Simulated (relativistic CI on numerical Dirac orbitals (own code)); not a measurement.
Forbidden lines of La XVIII

Calculated at this level of theory: Dirac-Coulomb-Breit CI, separate exchange-only KLI orbitals for each configuration, model QED, unscaled Slater integrals (own radial code, finite nucleus).

Configurations in the expansion (outside the closed core [Ar] 3d10): 4s²4p⁶4d⁴, 4s²4p⁵4d⁵, 4s²4p⁶4d³4f, 4s4p⁶4d⁵, 4s²4p⁵4d⁴4f, 4s²4p⁶4d³5s, 4s²4p⁶4d³5p, 4s4p⁶4d⁴4f, 4s²4p⁶4d²4f5s, 4s²4p⁶4d³5d, 4s²4p⁶4d²5s5p, 4s²4p⁵4d⁴5s, 4s²4p⁶4d³5f, 4s²4p⁶4d³6s, 4s²4p⁶4d³6p, 4s4p⁶4d³4f5s, 4s²4p⁶4d³6f, 4s²4p⁶4d³7s, 4s²4p⁶4d³7p, 4s4p⁶4d⁴5p, 4p⁶4d⁶, 4p⁵4d⁷, 4p⁵4d⁶4f, 4s²4p⁶4d²5s², 4s²4p⁶4d4f5s², 4s²4p⁵4d²4f5s², 4s²4p⁶4d5s²5p. Double excitations out of closed p, d and f shells are left out; levels of such configurations are missing from the list, as are those of other unlisted configurations, and high levels can miss mixing partners. These lack a partner that the ground configuration has and come out too high: 4s²4p⁵4d⁴5s.

```tsv
λ vac (nm)	Lower	Upper	Type	A (s⁻¹)	log gf
132.46	4s²4p⁶4d⁴ ⁵D3 [4]	4s²4p⁶4d⁴ ³P2 [20]	M1	1.04e+03	-5.87
136.53	4s²4p⁶4d⁴ ⁵D2 [3]	4s²4p⁶4d⁴ ³F3 [17]	M1	3.19e+02	-6.21
153.15	4s²4p⁶4d⁴ ⁵D3 [4]	4s²4p⁶4d⁴ ³F3 [17]	M1	2.58e+02	-6.20
175.36	4s²4p⁶4d⁴ ⁵D1 [2]	4s²4p⁶4d⁴ ³F2 [10]	M1	3.84e+02	-6.05
176.78	4s²4p⁶4d⁴ ⁵D3 [4]	4s²4p⁶4d⁴ ³F4 [15]	M1	2.20e+02	-6.03
190.06	4s²4p⁶4d⁴ ³P0 [7]	4s²4p⁶4d⁴ ³D1 [21]	M1	5.57e+02	-6.04
191.67	4s²4p⁶4d⁴ ⁵D4 [5]	4s²4p⁶4d⁴ ³D3 [16]	M1	3.31e+02	-5.89
193.49	4s²4p⁶4d⁴ ⁵D4 [5]	4s²4p⁶4d⁴ ³F4 [15]	M1	1.82e+02	-6.04
198.77	4s²4p⁶4d⁴ ⁵D2 [3]	4s²4p⁶4d⁴ ³P1 [12]	M1	9.26e+02	-5.78
213.87	4s²4p⁶4d⁴ ⁵D2 [3]	4s²4p⁶4d⁴ ³F2 [10]	M1	2.74e+02	-6.03
237.71	4s²4p⁶4d⁴ ⁵D2 [3]	4s²4p⁶4d⁴ ³G3 [8]	M1	1.43e+02	-6.07
240.85	4s²4p⁶4d⁴ ⁵D1 [2]	4s²4p⁶4d⁴ ³P0 [7]	M1	1.62e+03	-5.85
268.34	4s²4p⁶4d⁴ ³H5 [9]	4s²4p⁶4d⁴ ¹I6 [19]	M1	2.65e+02	-5.43
293.09	4s²4p⁶4d⁴ ⁵D3 [4]	4s²4p⁶4d⁴ ³G3 [8]	M1	2.20e+02	-5.70
298.62	4s²4p⁶4d⁴ ³H5 [9]	4s²4p⁶4d⁴ ³G5 [18]	M1	1.53e+02	-5.65
299.19	4s²4p⁶4d⁴ ³H4 [6]	4s²4p⁶4d⁴ ³F4 [15]	M1	4.37e+02	-5.28
314.18	4s²4p⁶4d⁴ ³H6 [11]	4s²4p⁶4d⁴ ¹I6 [19]	M1	2.13e+02	-5.39
315.80	4s²4p⁶4d⁴ ³F4 [15]	4s²4p⁶4d⁴ ¹G4 [22]	M1	2.31e+02	-5.51
320.76	4s²4p⁶4d⁴ ³G3 [8]	4s²4p⁶4d⁴ ³F3 [17]	M1	3.00e+02	-5.49
377.54	4s²4p⁶4d⁴ ³F2 [10]	4s²4p⁶4d⁴ ³F3 [17]	M1	2.56e+02	-5.42
```

Terms are leading LS components. Brackets give the number of a level in order of energy, since labels repeat. The list gives strong lines, with weight on those to low levels, among the lowest 400 of 8725 levels, so that lines to higher ones, which can be the strongest, are missing. Levels whose partners in the same complex of configurations lie outside the list can be far off, and so can their lines. Rates are taken at the computed energies, electric ones in the length gauge.

At this charge energies of transitions that change n are usually good to better than 1 %, and those within a shell (Δn = 0) to a few per cent. Terms inside the open d or f shell come out 10 to 20 % too wide with unscaled integrals.

LS names give the leading component of a level, which can be under half, so a name can repeat, a term be missing and a line seem to break the LS rules.
